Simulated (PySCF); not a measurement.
**Computed properties of GeF₂, SMILES [Ge]([F])[F]**

GeF2, SMILES [F][Ge][F] (connectivity only; charge and spin as stated), neutral, multiplicity 1. The structure is a stationary point at B3LYP-D3(BJ)/def2-TZVP. The isomer is the one that the SMILES or the coordinates give; other isomers of the formula were not compared. Other conformers were not sampled. All values are computed for the isolated molecule unless a solvent is named; none is compared with measurement here.

**Structure.** The optimised structure has C2v symmetry. All 3 harmonic modes at B3LYP-D3(BJ)/def2-TZVP (PySCF) are real, so it is a minimum. With heavy atoms numbered as in [Ge:1]([F:2])[F:3], the shortest bond between them is Ge1–F2 at 1.758 Å and the longest Ge1–F3 at 1.758 Å.

**Vibrations.** The strongest infrared lines (harmonic, unscaled, degenerate partners summed) lie at 649 cm⁻¹ (138 km/mol, F 77 %, Ge 23 %), 675 cm⁻¹ (97 km/mol, F 80 %, Ge 20 %), 253 cm⁻¹ (12 km/mol, F 85 %, Ge 15 %). The softest mode is at 253 cm⁻¹ and the zero-point energy is 2.3 kcal/mol.

**Electronic structure.** M06-2X/def2-TZVPD (PySCF) places the frontier levels at -10.19 and -1.84 eV, a gap of 8.35 eV, and gives a dipole moment of 2.63 D and a mean polarisability of 30.1 bohr³. PBE/def2-TZVPD (PySCF) at the same geometry gives -7.80 and -3.50 eV, so its gap is 4.05 eV narrower. An orbital gap is neither the optical nor the fundamental gap.

**Excitations.** TDDFT-ωB97X/def2-SVPD (PySCF) has S1 at 5.49 eV (226 nm, f = 0.117, bright); the most intense of the 10 singlets computed lies at 8.53 eV (f = 0.36). T1 (TDA) is at 3.90 eV. TDDFT-PBE/def2-SVPD (PySCF) puts S1 at 5.16 eV. No vertical singlet excitation falls in the visible range (under 3.1 eV).

**NMR.** GIAO shifts at KT2/pcSseg-2 (PySCF) (non-relativistic, atoms alike by connectivity averaged): ¹⁹F at 56.9 ppm against CFCl3.
